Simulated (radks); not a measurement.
Ionisation of the barium ion Ba40+, [Ne] 3s2 3p4, to [Ne] 3s2 3p3 as the strength of local exchange is varied. Calculated with a radial shooting solver on a logarithmic mesh with Libxc functionals: Dirac Kohn-Sham, Slater X-alpha exchange (alpha = 2/3 is LDA exchange), no correlation, spin-unpolarised, spherical densities, finite nucleus; open shells fill j = l - 1/2 first; Fermi nuclear charge, rms radius 4.8378 fm.

| alpha | E(Ba40+) (hartree) | exchange (hartree) | IE (eV) | -e of the level emptied (eV) | <r> of it (bohr) |
|---|---|---|---|---|---|
| 0.577 | -6731.0042 | -94.9705 | 2979.0 | 2934.5 (3p3/2) | 0.2606 |
| 0.667 | -6745.8287 | -109.9472 | 2992.3 | 2948.0 (3p3/2) | 0.2601 |
| 0.74 | -6757.8691 | -122.1275 | 3003.1 | 2958.9 (3p3/2) | 0.2596 |
| 0.857 | -6777.1971 | -141.7098 | 3020.5 | 2976.4 (3p3/2) | 0.2588 |
| 0.901 | -6784.4754 | -149.0934 | 3027.0 | 2983.1 (3p3/2) | 0.2585 |
| 0.958 | -6793.9119 | -158.6742 | 3035.5 | 2991.6 (3p3/2) | 0.2582 |

NIST Atomic Spectra Database: 2994 eV (theoretical). The Delta-SCF value meets it near alpha = 0.68. Spin polarisation and multiplet splitting are left out, so open shells lie too high by an amount that depends on their filling.

Beside tabulated values, note that spin-unpolarised runs miss the spin-polarisation part of the exchange energy of open shells.
